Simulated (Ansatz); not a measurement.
Relaxation of the cluster TiS₃⁻ with UKS PBE0-D4/def2-SVPD.

```sh
$ ansatz run in.yaml --threads 4 --pin off --events-out ev --progress --plain --max-ram 3916MiB
```

```yaml
crystal:
  periodic: [false, false, false]
  atoms:
    - {symbol: Ti, position_ang: [-0.489800, -0.304790, -0.188030]}
    - {symbol: S, position_ang: [0.339780, 0.963290, -1.796040]}
    - {symbol: S, position_ang: [1.114170, -1.676360, 0.466780]}
    - {symbol: S, position_ang: [-0.964150, 1.017860, 1.517290]}
basis:
  gaussian: {orbitals: def2-SVPD}
total_charge: -1
magnetization: {spin_polarized: true, initial_magnetization: 1}
hamiltonian: {xc: pbe0, dispersion: d4}
scf: {lower_state_search: "off"}
output: {orbitals: {seedname: orbitals}}
relax: {f_tol: 0.02, max_steps: 100}
```

It took 25 s on 4 threads of AMD EPYC 7R43 on a shared host.

Positions (Å) and forces (eV/Å) at steps 1, 2, 3, 4, 7, 8 of 8:

```xyz
4
step=1 energy=-55596.7553 eV
Ti   -0.490   -0.305   -0.188    1.506    0.936    0.578
S     0.340    0.963   -1.796   -0.577   -0.679    0.598
S     1.114   -1.676    0.467   -0.907    0.445   -0.365
S    -0.964    1.018    1.517   -0.022   -0.702   -0.811
4
step=2 energy=-55596.9411 eV
Ti   -0.376   -0.234   -0.144    0.261    0.162    0.101
S     0.303    0.943   -1.819   -0.083   -0.034   -0.077
S     1.080   -1.708    0.454   -0.065   -0.095   -0.024
S    -1.007    0.998    1.509   -0.113   -0.033    0.000
4
step=3 energy=-55596.9716 eV
Ti   -0.310   -0.193   -0.119    0.158    0.098    0.061
S     0.284    0.943   -1.857   -0.052   -0.029   -0.027
S     1.074   -1.750    0.452   -0.049   -0.040   -0.019
S    -1.047    0.999    1.524   -0.057   -0.029   -0.015
4
step=4 energy=-55596.9956 eV
Ti   -0.159   -0.099   -0.061    0.019    0.012    0.007
S     0.237    0.933   -1.921   -0.005    0.001   -0.013
S     1.046   -1.824    0.442   -0.001   -0.014    0.000
S    -1.125    0.990    1.540   -0.013    0.002    0.006
4
step=7 energy=-55596.9977 eV
Ti   -0.065   -0.041   -0.025    0.002    0.001    0.001
S     0.208    0.919   -1.946    0.000    0.004   -0.009
S     1.022   -1.856    0.433    0.004   -0.009    0.002
S    -1.164    0.977    1.538   -0.006    0.004    0.007
4
step=8 energy=-55596.9978 eV
Ti   -0.043   -0.027   -0.017    0.003    0.002    0.001
S     0.200    0.916   -1.951   -0.002   -0.005    0.008
S     1.015   -1.863    0.431   -0.005    0.008   -0.002
S    -1.173    0.974    1.537    0.004   -0.005   -0.007
```

The relaxation made no stability test and no search for a lower SCF solution. The structure comes from a short search, and lower isomers may exist.
